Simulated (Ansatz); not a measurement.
# Nudged elastic band run: C2H9NOSSi

The input (input.yaml):

```yaml
crystal:
  periodic: [false, false, false]
  atoms:
    - { symbol: C, position_ang: [1.040633, -0.942628, 1.68497] }
    - { symbol: C, position_ang: [1.268398, -0.670587, 0.219159] }
    - { symbol: O, position_ang: [2.229014, -1.553573, -0.248154] }
    - { symbol: S, position_ang: [-0.31274, -0.899831, -0.756735] }
    - { symbol: Si, position_ang: [-1.004053, 1.139402, -0.877247] }
    - { symbol: "N", position_ang: [-2.714551, 1.255397, -1.029205] }
    - { symbol: H, position_ang: [1.991357, -0.834495, 2.230093] }
    - { symbol: H, position_ang: [0.67086, -1.968926, 1.822256] }
    - { symbol: H, position_ang: [0.30669, -0.240161, 2.102371] }
    - { symbol: H, position_ang: [1.578688, 0.382589, 0.07475] }
    - { symbol: H, position_ang: [2.333383, -1.408192, -1.195666] }
    - { symbol: H, position_ang: [-0.52532, 1.801457, 0.376279] }
    - { symbol: H, position_ang: [-0.438111, 1.848517, -2.064147] }
    - { symbol: H, position_ang: [-3.125895, 1.238396, -1.95557] }
    - { symbol: H, position_ang: [-3.32045, 0.801837, -0.353753] }
basis:
  gaussian: { orbitals: def2-SVP }
hamiltonian:
  xc: pbe0
  dispersion: d4
neb:
  order_check: false
  images: 9
  f_tol: 0.05
  max_iterations: 52
  final_atoms:
    - { symbol: C, position_ang: [1.46536761, -0.88183604, 1.66070725] }
    - { symbol: C, position_ang: [1.13230865, -0.78266905, 0.1918397] }
    - { symbol: O, position_ang: [1.75300899, -1.83273503, -0.46732137] }
    - { symbol: S, position_ang: [-0.7123536, -0.87213022, -0.0869688] }
    - { symbol: Si, position_ang: [-1.19816279, 1.19511286, -0.45490674] }
    - { symbol: "N", position_ang: [-2.53839326, 1.38110181, -1.51865436] }
    - { symbol: H, position_ang: [1.01477853, -0.05258117, 2.22226774] }
    - { symbol: H, position_ang: [2.55855018, -0.85372643, 1.78998913] }
    - { symbol: H, position_ang: [1.08907218, -1.83134638, 2.06802926] }
    - { symbol: H, position_ang: [1.45248591, 0.20001534, -0.2073707] }
    - { symbol: H, position_ang: [1.51070465, -1.78603223, -1.39901355] }
    - { symbol: H, position_ang: [-1.5770253, 1.91980149, 0.79465208] }
    - { symbol: H, position_ang: [0.05020282, 1.79672379, -1.02316251] }
    - { symbol: H, position_ang: [-2.55149078, 0.90483019, -2.41378944] }
    - { symbol: H, position_ang: [-3.4711508, 1.44467309, -1.12689668] }
  initial_path:
    images:
      - { positions_ang: [[1.040633, -0.942628, 1.68497], [1.268398, -0.670587, 0.219159], [2.229014, -1.553573, -0.248154], [-0.31274, -0.899831, -0.756735], [-1.004053, 1.139402, -0.877247], [-2.714551, 1.255397, -1.029205], [1.991357, -0.834495, 2.230093], [0.67086, -1.968926, 1.822256], [0.30669, -0.240161, 2.102371], [1.578688, 0.382589, 0.07475], [2.333383, -1.408192, -1.195666], [-0.52532, 1.801457, 0.376279], [-0.438111, 1.848517, -2.064147], [-3.125895, 1.238396, -1.95557], [-3.32045, 0.801837, -0.353753]] }
      - { positions_ang: [[1.0828155, -0.89990222, 1.66709588], [1.27567786, -0.67480347, 0.18836029], [2.19107317, -1.60708834, -0.2637208], [-0.29722829, -0.88285557, -0.7520524], [-1.0151918, 1.14279626, -0.83806232], [-2.67114804, 1.23340406, -1.13415671], [1.92682287, -0.63487556, 2.18997563], [0.88283944, -1.88892692, 1.85443015], [0.27215625, -0.34536577, 2.07389942], [1.63232318, 0.3458565, 0.00678823], [2.16381645, -1.58504857, -1.14053111], [-0.69881742, 1.74779869, 0.44877953], [-0.38506044, 1.90938081, -1.90991806], [-3.11573421, 1.38439723, -1.82912785], [-3.26644152, 0.70443486, -0.53235889]] }
      - { positions_ang: [[1.124998, -0.85717644, 1.64922175], [1.28295771, -0.67901993, 0.15756159], [2.15313235, -1.66060367, -0.27928759], [-0.28171658, -0.86588014, -0.7473698], [-1.0263306, 1.14619052, -0.79887764], [-2.62774508, 1.21141112, -1.23910842], [1.86228875, -0.43525612, 2.14985827], [1.09481887, -1.80892783, 1.8866043], [0.23762249, -0.45057055, 2.04542785], [1.68595836, 0.30912399, -0.06117355], [1.9942499, -1.76190513, -1.08539622], [-0.87231484, 1.69414037, 0.52128007], [-0.33200988, 1.97024462, -1.75568913], [-3.10557342, 1.53039846, -1.7026857], [-3.21243304, 0.60703272, -0.71096479]] }
      - { positions_ang: [[1.1671805, -0.81445065, 1.63134763], [1.29023757, -0.6832364, 0.12676288], [2.11519152, -1.71411901, -0.29485439], [-0.26620486, -0.8489047, -0.7426872], [-1.0374694, 1.14958478, -0.75969297], [-2.58434212, 1.18941819, -1.34406013], [1.79775462, -0.23563668, 2.1097409], [1.30679831, -1.72892875, 1.91877846], [0.20308874, -0.55577532, 2.01695627], [1.73959354, 0.27239149, -0.12913532], [1.82468336, -1.9387617, -1.03026132], [-1.04581226, 1.64048206, 0.5937806], [-0.27895932, 2.03110842, -1.60146019], [-3.09541263, 1.67639969, -1.57624354], [-3.15842456, 0.50963058, -0.88957068]] }
      - { positions_ang: [[1.209363, -0.77172487, 1.6134735], [1.29751742, -0.68745287, 0.09596417], [2.0772507, -1.76763435, -0.31042118], [-0.25069315, -0.83192927, -0.73800459], [-1.0486082, 1.15297904, -0.72050829], [-2.54093916, 1.16742525, -1.44901183], [1.7332205, -0.03601724, 2.06962354], [1.51877775, -1.64892967, 1.95095261], [0.16855499, -0.66098009, 1.98848469], [1.79322872, 0.23565899, -0.19709709], [1.65511681, -2.11561826, -0.97512643], [-1.21930968, 1.58682375, 0.66628113], [-0.22590876, 2.09197223, -1.44723126], [-3.08525184, 1.82240092, -1.44980139], [-3.10441608, 0.41222844, -1.06817658]] }
      - { positions_ang: [[1.2515455, -0.72899909, 1.59559938], [1.30479728, -0.69166933, 0.06516547], [2.03930987, -1.82114969, -0.32598798], [-0.23518144, -0.81495384, -0.73332199], [-1.059747, 1.1563733, -0.68132361], [-2.4975362, 1.14543231, -1.55396354], [1.66868637, 0.1636022, 2.02950617], [1.73075718, -1.56893058, 1.98312676], [0.13402123, -0.76618486, 1.96001312], [1.84686391, 0.19892648, -0.26505886], [1.48555026, -2.29247483, -0.91999154], [-1.3928071, 1.53316543, 0.73878166], [-0.17285821, 2.15283604, -1.29300232], [-3.07509106, 1.96840215, -1.32335924], [-3.0504076, 0.3148263, -1.24678247]] }
      - { positions_ang: [[1.29430992, -0.75956648, 1.60862095], [1.27029955, -0.70986928, 0.09050031], [1.9820497, -1.82346676, -0.35425466], [-0.33061587, -0.82638912, -0.60405135], [-1.08743016, 1.16412121, -0.63604024], [-2.50570761, 1.19256621, -1.54690171], [1.5379048, 0.12036553, 2.06805849], [1.89631578, -1.42588975, 1.94449923], [0.32503142, -0.97921717, 1.98161634], [1.76798831, 0.19914425, -0.25352123], [1.49058114, -2.19118631, -1.01579594], [-1.42965074, 1.61049265, 0.74995575], [-0.128246, 2.08161359, -1.23903436], [-2.970371, 1.75568776, -1.54144528], [-3.13455624, 0.54079566, -1.22280531]] }
      - { positions_ang: [[1.33707434, -0.79013387, 1.62164252], [1.23580183, -0.72806922, 0.11583516], [1.92478952, -1.82578383, -0.38252133], [-0.4260503, -0.83782439, -0.47478072], [-1.11511332, 1.17186913, -0.59075686], [-2.51387902, 1.23970011, -1.53983987], [1.40712323, 0.07712885, 2.1066108], [2.06187438, -1.28284892, 1.90587171], [0.51604161, -1.19224947, 2.00321957], [1.68911271, 0.19936203, -0.2419836], [1.49561202, -2.08989779, -1.11160034], [-1.46649438, 1.68781986, 0.76112983], [-0.0836338, 2.01039114, -1.1850664], [-2.86565094, 1.54297336, -1.75953132], [-3.21870488, 0.76676502, -1.19882815]] }
      - { positions_ang: [[1.37983877, -0.82070126, 1.6346641], [1.2013041, -0.74626916, 0.14117001], [1.86752934, -1.82810089, -0.41078801], [-0.52148474, -0.84925967, -0.34551008], [-1.14279647, 1.17961704, -0.54547349], [-2.52205043, 1.28683401, -1.53277804], [1.27634167, 0.03389218, 2.14516311], [2.22743298, -1.13980809, 1.86724418], [0.7070518, -1.40528177, 2.0248228], [1.61023711, 0.1995798, -0.23044596], [1.5006429, -1.98860927, -1.20740474], [-1.50333802, 1.76514707, 0.77230391], [-0.03902159, 1.93916869, -1.13109843], [-2.76093089, 1.33025897, -1.97761736], [-3.30285352, 0.99273437, -1.17485099]] }
      - { positions_ang: [[1.42260319, -0.85126865, 1.64768567], [1.16680638, -0.76446911, 0.16650485], [1.81026916, -1.83041796, -0.43905469], [-0.61691917, -0.86069494, -0.21623944], [-1.17047963, 1.18736495, -0.50019012], [-2.53022185, 1.33396791, -1.5257162], [1.1455601, -0.0093445, 2.18371543], [2.39299158, -0.99676726, 1.82861666], [0.89806199, -1.61831408, 2.04642603], [1.53136151, 0.19979757, -0.21890833], [1.50567378, -1.88732075, -1.30320914], [-1.54018166, 1.84247428, 0.783478], [0.00559061, 1.86794624, -1.07713047], [-2.65621083, 1.11754458, -2.1957034], [-3.38700216, 1.21870373, -1.15087384]] }
      - { positions_ang: [[1.46536761, -0.88183604, 1.66070725], [1.13230865, -0.78266905, 0.1918397], [1.75300899, -1.83273503, -0.46732137], [-0.7123536, -0.87213022, -0.0869688], [-1.19816279, 1.19511286, -0.45490674], [-2.53839326, 1.38110181, -1.51865436], [1.01477853, -0.05258117, 2.22226774], [2.55855018, -0.85372643, 1.78998913], [1.08907218, -1.83134638, 2.06802926], [1.45248591, 0.20001534, -0.2073707], [1.51070465, -1.78603223, -1.39901355], [-1.5770253, 1.91980149, 0.79465208], [0.05020282, 1.79672379, -1.02316251], [-2.55149078, 0.90483019, -2.41378944], [-3.4711508, 1.44467309, -1.12689668]] }
```

Command:

```bash
$ ansatz run input.yaml --threads 2 --pin off --max-ram 3072MiB --backend cpu --events-out ev --progress --plain --runs-dir out
```

Output, in part (warnings, iteration lines, the closing report on the highest movable image, with atoms numbered from 0):

```
NEB end point (image 0): max|allowed force component| = 1.347e-2 eV/Å (the criterion of neb.relax_end_points is 1.000e-2)
NEB end point (image 10): max|allowed force component| = 1.476e-2 eV/Å (the criterion of neb.relax_end_points is 1.000e-2)
NEB iter   1: max|band force component| = 1.427e2 eV/Å  barrier→ = 25.2632 eV  barrier← = 25.2823 eV  Δτ_max = 0.2000 Å  (288 SCF iters)
NEB iter   2: max|band force component| = 4.609e1 eV/Å  barrier→ = 11.2344 eV  barrier← = 11.2535 eV  Δτ_max = 0.2000 Å  (272 SCF iters)
NEB iter   3: max|band force component| = 2.773e1 eV/Å  barrier→ = 5.1113 eV  barrier← = 5.1304 eV  Δτ_max = 0.2000 Å  (258 SCF iters)
NEB iter   4: max|band force component| = 1.337e1 eV/Å  barrier→ = 1.8656 eV  barrier← = 1.8847 eV  Δτ_max = 0.1984 Å  (252 SCF iters)
NEB iter   5: max|band force component| = 6.676e0 eV/Å  barrier→ = 0.6776 eV  barrier← = 0.6967 eV  Δτ_max = 0.1978 Å  (256 SCF iters)
NEB iter   6: max|band force component| = 3.493e0 eV/Å  barrier→ = 0.2796 eV  barrier← = 0.2987 eV  Δτ_max = 0.1956 Å  (254 SCF iters)
NEB iter   7: max|band force component| = 1.415e0 eV/Å  barrier→ = 0.2438 eV  barrier← = 0.2629 eV  Δτ_max = 0.1987 Å  (253 SCF iters)
NEB iter   8: max|band force component| = 8.999e-1 eV/Å  barrier→ = 0.2297 eV  barrier← = 0.2488 eV  Δτ_max = 0.1991 Å  (252 SCF iters)
NEB iter   9: max|band force component| = 7.128e-1 eV/Å  barrier→ = 0.2192 eV  barrier← = 0.2383 eV  Δτ_max = 0.1979 Å  (253 SCF iters)
NEB iter  10: max|band force component| = 7.929e-1 eV/Å  barrier→ = 0.2061 eV  barrier← = 0.2252 eV  Δτ_max = 0.1002 Å  (248 SCF iters)
NEB iter  11: max|band force component| = 6.535e-1 eV/Å  barrier→ = 0.1997 eV  barrier← = 0.2188 eV  Δτ_max = 0.1015 Å  (255 SCF iters)
NEB iter  12: max|band force component| = 5.815e-1 eV/Å  barrier→ = 0.2022 eV  barrier← = 0.2213 eV  Δτ_max = 0.1003 Å  (254 SCF iters)
NEB iter  13: max|band force component| = 1.957e-1 eV/Å  barrier→ = 0.1999 eV  barrier← = 0.2190 eV  CI = image 4  Δτ_max = 0.1493 Å  (255 SCF iters)
NEB iter  14: max|band force component| = 3.357e-1 eV/Å  barrier→ = 0.1935 eV  barrier← = 0.2126 eV  CI = image 4  Δτ_max = 0.0707 Å  (254 SCF iters)
NEB iter  15: max|band force component| = 2.779e-1 eV/Å  barrier→ = 0.1896 eV  barrier← = 0.2087 eV  CI = image 4  Δτ_max = 0.0745 Å  (256 SCF iters)
NEB iter  16: max|band force component| = 1.415e-1 eV/Å  barrier→ = 0.1870 eV  barrier← = 0.2061 eV  CI = image 4  Δτ_max = 0.0751 Å  (257 SCF iters)
NEB iter  17: max|band force component| = 1.091e-1 eV/Å  barrier→ = 0.1853 eV  barrier← = 0.2044 eV  CI = image 4  Δτ_max = 0.0743 Å  (259 SCF iters)
NEB iter  18: max|band force component| = 1.470e-1 eV/Å  barrier→ = 0.1846 eV  barrier← = 0.2037 eV  CI = image 4  Δτ_max = 0.0372 Å  (249 SCF iters)
NEB iter  19: max|band force component| = 8.373e-2 eV/Å  barrier→ = 0.1840 eV  barrier← = 0.2031 eV  CI = image 4  Δτ_max = 0.0372 Å  (242 SCF iters)
NEB iter  20: max|band force component| = 5.642e-2 eV/Å  barrier→ = 0.1835 eV  barrier← = 0.2026 eV  CI = image 4  Δτ_max = 0.0372 Å  (242 SCF iters)
NEB iter  21: max|band force component| = 4.389e-2 eV/Å  barrier→ = 0.1829 eV  barrier← = 0.2020 eV  CI = image 4  Δτ_max = 0.0000 Å  (489 SCF iters)
Total energy: -24448.39073946 eV, -898.4617879606 hartree
Atom 0 at     1.021239    -0.922157     1.688825 Å, force     0.004483    -0.000320    -0.000876 eV/Å
Atom 1 at     1.239370    -0.741869     0.189772 Å, force    -0.021922     0.007765    -0.007192 eV/Å
Atom 2 at     2.123221    -1.716013    -0.250691 Å, force     0.013159    -0.006608    -0.004543 eV/Å
Atom 3 at    -0.354132    -0.890476    -0.789190 Å, force     0.002992    -0.005606     0.016424 eV/Å
Atom 4 at    -0.968601     1.175691    -0.843323 Å, force    -0.021584     0.003499    -0.001494 eV/Å
Atom 5 at    -2.669642     1.360135    -1.040497 Å, force     0.027261    -0.003886    -0.018347 eV/Å
Atom 6 at     1.357946    -0.039693     2.250974 Å, force    -0.001470    -0.001593     0.000796 eV/Å
Atom 7 at     1.608983    -1.789856     2.020290 Å, force     0.000622     0.001079    -0.001343 eV/Å
Atom 8 at    -0.033199    -1.105045     1.930253 Å, force    -0.000325    -0.001241     0.001345 eV/Å
Atom 9 at     1.628754     0.271800    -0.021946 Å, force     0.001071     0.000452     0.001629 eV/Å
Atom 10 at     2.235981    -1.610287    -1.202901 Å, force    -0.002377     0.000661    -0.000314 eV/Å
Atom 11 at    -0.513885     1.778542     0.447409 Å, force    -0.000065     0.002281     0.002234 eV/Å
Atom 12 at    -0.338094     1.905665    -1.983764 Å, force     0.004815     0.002806     0.000529 eV/Å
Atom 13 at    -3.052432     1.352962    -1.979356 Å, force    -0.006652     0.001853     0.013971 eV/Å
Atom 14 at    -3.307607     0.919803    -0.386453 Å, force    -0.000008    -0.001141    -0.002819 eV/Å
Dipole moment:    -0.164131     0.233334    -0.102620 e Å
```

It converged. A vibrational analysis at the climbing image gives one clearly imaginary mode, 263i cm⁻¹, and a faint second one (27i cm⁻¹) that may be numerical noise or a soft torsion: probably a first-order saddle point.

Final band (atoms are numbered from 1 in the order of the input):

```json
{"image": "0", "path coordinate (Å)": "0.00", "energy (eV)": "0.000", "dihedral H9–C1–C2–S4 (°)": "-62"}
{"image": "1", "path coordinate (Å)": "0.86", "energy (eV)": "-0.001", "dihedral H9–C1–C2–S4 (°)": "-62"}
{"image": "2", "path coordinate (Å)": "1.71", "energy (eV)": "0.000", "dihedral H9–C1–C2–S4 (°)": "-58"}
{"image": "3", "path coordinate (Å)": "2.57", "energy (eV)": "0.096", "dihedral H9–C1–C2–S4 (°)": "-30"}
{"image": "4", "path coordinate (Å)": "3.43", "energy (eV)": "0.183", "dihedral H9–C1–C2–S4 (°)": "0"}
{"image": "5", "path coordinate (Å)": "4.19", "energy (eV)": "0.110", "dihedral H9–C1–C2–S4 (°)": "26"}
{"image": "6", "path coordinate (Å)": "4.96", "energy (eV)": "0.013", "dihedral H9–C1–C2–S4 (°)": "51"}
{"image": "7", "path coordinate (Å)": "5.73", "energy (eV)": "-0.003", "dihedral H9–C1–C2–S4 (°)": "59"}
{"image": "8", "path coordinate (Å)": "6.49", "energy (eV)": "-0.009", "dihedral H9–C1–C2–S4 (°)": "60"}
{"image": "9", "path coordinate (Å)": "7.26", "energy (eV)": "-0.015", "dihedral H9–C1–C2–S4 (°)": "60"}
{"image": "10", "path coordinate (Å)": "8.02", "energy (eV)": "-0.019", "dihedral H9–C1–C2–S4 (°)": "59"}
```

The run took 8.3 min on 2 threads of Intel(R) Xeon(R) 6975P-C (Granite Rapids), on a shared host, peak memory 0.41 GiB.
